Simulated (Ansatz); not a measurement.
A nudged elastic band was laid between two geometries of C$_{2}$H$_{8}$BN (12 atoms, charge 0, multiplicity 1).

Computed with RKS PBE0-D4/def2-SVP in Ansatz 0.2.0.

* movable images: 7
* climbing image: yes
* spring: 5.0 eV/Å²
* optimiser: quadratic models (default)
* start path: through a guess of the saddle point
* force threshold: 0.05 eV/Å
* iteration limit: 60
* end points: relaxed

Image 0:

```xyz
12
Properties=species:S:1:pos:R:3
C -0.722 1.138 -0.631
B -0.040 -0.178 -0.074
C 1.015 -0.099 1.104
N -0.373 -1.421 -0.627
H -1.427 0.969 -1.461
H -1.270 1.656 0.175
H 0.044 1.853 -0.979
H 0.573 0.394 1.986
H 1.411 -1.075 1.425
H 1.872 0.531 0.808
H -1.037 -1.530 -1.382
H 0.030 -2.293 -0.310
```

Image 8:

```xyz
12
Properties=species:S:1:pos:R:3
C -0.724 1.138 -0.629
B -0.041 -0.179 -0.075
C 1.015 -0.099 1.103
N -0.370 -1.421 -0.630
H -1.427 0.972 -1.461
H -1.274 1.653 0.177
H 0.041 1.855 -0.973
H 0.579 0.408 1.981
H 1.401 -1.076 1.436
H 1.878 0.518 0.801
H 0.034 -2.292 -0.312
H -1.033 -1.533 -1.386
```

**Question.** Which bonds break or form, and what moves?

**Answer.** No bond is made or broken. The dihedral C1–B2–N4–H11 goes from 0 to -180°. The two ends are copies of one structure, up to a mirror image or an exchange of like atoms.

**Question.** Give the energies along the band, and the barrier.

**Answer.** The forces met the threshold. The highest image is number 4 of 0 to 8, 1.16 eV above the ends, which have the same energy within 2 meV. A vibrational analysis at the climbing image gives one clearly imaginary mode, 524i cm⁻¹: a first-order saddle point.

```tsv
image	path coordinate (Å)	energy (eV)	dihedral C1–B2–N4–H11 (°)
0	0.00	0.00	0
1	0.75	0.01	2
2	1.50	0.16	16
3	2.25	0.80	30
4	3.00	1.16	58
5	3.81	0.72	111
6	4.62	0.08	170
7	5.43	0.01	-179
8	6.24	0.00	-180
```

**Question.** What is the geometry of the highest image?

**Answer.** 
```xyz
12
Properties=species:S:1:pos:R:3
C -0.807 1.043 -0.544
B 0.027 -0.196 -0.032
C 1.101 -0.025 1.100
N -0.167 -1.561 -0.575
H -1.290 0.909 -1.524
H -1.618 1.188 0.197
H -0.237 1.985 -0.537
H 1.129 0.954 1.599
H 1.015 -0.833 1.845
H 2.086 -0.192 0.620
H 0.002 -1.534 -1.584
H -1.163 -1.794 -0.531
```

**Question.** What are the harmonic wavenumbers there?

**Answer.** 524i, 73, 112, 321, 363, 392, 604, 707, 739, 772, 834, 883, 1039, 1145, 1219, 1308, 1323, 1416, 1418, 1432, 1442, 1552, 3026, 3034, 3113, 3118, 3157, 3167, 3497, 3561 cm⁻¹.

The run took 3.7 min on 2 threads of Arm Neoverse V1, with other jobs on the host, peak memory 0.19 GiB.
